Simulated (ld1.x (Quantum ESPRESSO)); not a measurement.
**Ni, PAW: configuration errors across variants**

```json
{
 "Element": "nickel (Ni)",
 "Generator": "ld1.x (Quantum ESPRESSO) 7.5",
 "Type": "PAW",
 "Functional": "PBE",
 "Relativity": "scalar-relativistic",
 "Frozen core": "[Ar]",
 "Valence charge": "10",
 "Reference configuration": "3d8 4s2 4p0",
 "Partial waves": "4s (bound): rcut 1.90, rcutus 2.35 bohr; 4s channel at 3.2 Ry: rcut 1.90, rcutus 2.35 bohr; 4p (bound, empty): rcut 2.10, rcutus 2.45 bohr; 4p channel at 1.85 Ry: rcut 2.10, rcutus 2.45 bohr; 3d (bound): rcut 1.35, rcutus 1.85 bohr; 3d channel at 1.15 Ry: rcut 1.35, rcutus 1.85 bohr",
 "Local potential": "all-electron potential smoothed inside 2.35 bohr (lloc = -1)",
 "Core correction": "Bessel-smoothed model core inside 1.35 bohr",
 "Augmentation charge": "GAUSS, radius 1.45 bohr"
}
```

All-electron excitation energies from the reference (eV): (1) 3d8 4s1 4p0 9.322; (2) 3d8 4s0 4p0 26.673; (3) 3d8 4s1.5 4p0 3.717; (4) 3d7 4s2 4p0 16.120.

Tests that are not counted but printed errors over 1 eV. “base”: 3d9 4s0 4p0 (solver errors, printed error -948 eV); 3d7 4s0 4p0 (solver errors, printed error -678 eV); 1 more. “core correction Bessel-smoothed model core inside 0.82 bohr”: 3d9 4s0 4p0 (solver errors, printed error -948 eV); 3d7 4s0 4p0 (solver errors, printed error -678 eV); 1 more. “augmentation PSQ, inside the norm-conserving radii”: 3d9 4s0 4p0 (solver errors, printed error -948 eV); 3d7 4s0 4p0 (solver errors, printed error -678 eV); 1 more. “local potential all-electron potential smoothed inside 1.40 bohr (lloc = -1)”: 3d9 4s0 4p0 (solver errors, printed error -948 eV); 3d7 4s0 4p0 (solver errors, printed error -678 eV); 1 more. “wave 4s channel at 3.2 Ry: rcut 1.90, rcutus 2.35 bohr becomes 4s channel at -0.03 Ry: rcut 1.90, rcutus 2.35 bohr”: 3d9 4s0 4p0 (solver errors, printed error -948 eV); 3d7 4s0 4p0 (solver errors, printed error -678 eV); 1 more.

4 further variants failed, have other tests or another functional or relativity, and are left out.

Errors AE − PS in meV (a dash: test not solved or not reliable):

| change | (1) | (2) | (3) | (4) | bound ghosts |
| --- | --- | --- | --- | --- | --- |
| base | -3.1 | -14 | -0.9 | -128 | none |
| waves 3d (bound): rcut 1.35, rcutus 1.94 bohr; 3d channel at 1.15 Ry: rcut 1.35, rcutus 1.94 bohr | -3.9 | -18 | -1.0 | -165 | none |
| core correction Bessel-smoothed model core inside 0.82 bohr | -3.0 | -14 | -0.8 | -126 | none |
| augmentation PSQ, inside the norm-conserving radii | -3.2 | -15 | -0.9 | -158 | none |
| local potential all-electron potential smoothed inside 1.40 bohr (lloc = -1) | -1.0 | -12 | -0.2 | +133 | none |
| wave 4s channel at 3.2 Ry: rcut 1.90, rcutus 2.35 bohr becomes 4s channel at -0.03 Ry: rcut 1.90, rcutus 2.35 bohr | -3.1 | -14 | -0.8 | -97 | none |
| waves 4p (bound): rcut 2.10, rcutus 2.42 bohr; 4p channel at 1.85 Ry: rcut 2.10, rcutus 2.42 bohr | -3.1 | -14 | -0.9 | -128 | none |

(1) Give the same row for: local potential all-electron potential smoothed inside 1.84 bohr (lloc = -1).

## Answers

(1) -2.8, -13, -0.8, -119; bound ghosts: none. Not counted: 3d9 4s0 4p0 (solver errors, printed error -948 eV); 3d7 4s0 4p0 (solver errors, printed error -678 eV); 1 more.
